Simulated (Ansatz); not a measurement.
One geometry of TcO₄H⁻, that is TcO3(OH) with one electron more, several levels of theory.

```yaml
crystal:
  periodic: [false, false, false]
  atoms:
    - {symbol: Tc, position_ang: [0.257599, 0.319387, 0.177721]}
    - {symbol: O, position_ang: [-0.017411, 0.117785, 1.805039]}
    - {symbol: O, position_ang: [1.880461, 0.514398, -0.113988]}
    - {symbol: O, position_ang: [-0.595302, 1.646209, -0.348343]}
    - {symbol: O, position_ang: [-0.293945, -1.179814, -0.744642]}
    - {symbol: H, position_ang: [-1.231402, -1.417966, -0.775787]}
basis:
  gaussian: {orbitals: def2-TZVPD, initial_orbitals: start.molden}
total_charge: -1
magnetization: {spin_polarized: true, initial_magnetization: 1}
hamiltonian: {xc: r2scan, dispersion: d4}
scf: {omitted_lower_state_checks: [starts]}
output: {orbitals: {seedname: orbitals}}
```

The file start.molden holds the orbitals of an earlier run on this structure, at another level or in another basis.

```sh
$ ansatz run in.yaml --threads 4 --pin off --events-out ev --progress --plain --max-ram 3916MiB
```

It prints (some lines left out):

```
Functional definition: r2SCAN
1141 factors; their error is unknown
mean field evaluation 1: about -10408.6076 eV, gradient 4.3e0 eV
mean field evaluation 2: about -10408.6770 eV, gradient 1.0e-1 eV
mean field evaluation 4: about -10408.6747 eV, gradient 3.9e-2 eV
mean field evaluation 8: about -10408.6748 eV, gradient 2.2e-5 eV
mean field -10408.67476964 eV, -382.5117425311 hartree, gradient 5.6e-6 eV, S^2 0.754163; 0 other end points of the search recorded, 0 dependent functions left out
reference -10408.67480208 eV, -382.5117437233 hartree; 25, 24 occupied and 184, 185 virtual orbitals, 1141 factors
Total energy: -10408.72094473 eV, -382.5134394345 hartree
Checks for a lower state left out: starts
```

Run time 9 s (4 threads of Arm Neoverse V2 on a shared host), peak host memory 0.57 GiB.

The first input with `hamiltonian: {xc: pbe, dispersion: d4}` (abridged; 4.2 s):

```
Functional definition: PBE
mean field -10404.34989003 eV, -382.3528061370 hartree, gradient 8.6e-6 eV, S^2 0.751748
Total energy: -10404.55581453 eV, -382.3603737229 hartree
Checks for a lower state left out: starts
```

First input, but with `hamiltonian: {xc: pbe0, dispersion: d4}` (abridged; 11 s):

```
Functional definition: PBE0
mean field -10401.56148814 eV, -382.2503342575 hartree, gradient 1.0e-5 eV, S^2 0.755405
Total energy: -10401.73355318 eV, -382.2566575310 hartree
Checks for a lower state left out: starts
```

Geometry: PBE0-D4/def2-SVP, that of the neutral singlet.

In the def2 sets Tc takes a core potential; there is no spin–orbit coupling. At r2SCAN-D4/def2-TZVPD, PBE-D4/def2-TZVPD, PBE0-D4/def2-TZVPD the highest occupied level of the charge -1 doublet lies above zero (up to 2.08 eV). By energy differences its removal costs 0.99 eV (vertical, to the charge 0 singlet, at PBE-D4/def2-TZVPD); a positive level beside a positive removal energy at the same level points to self-interaction error.
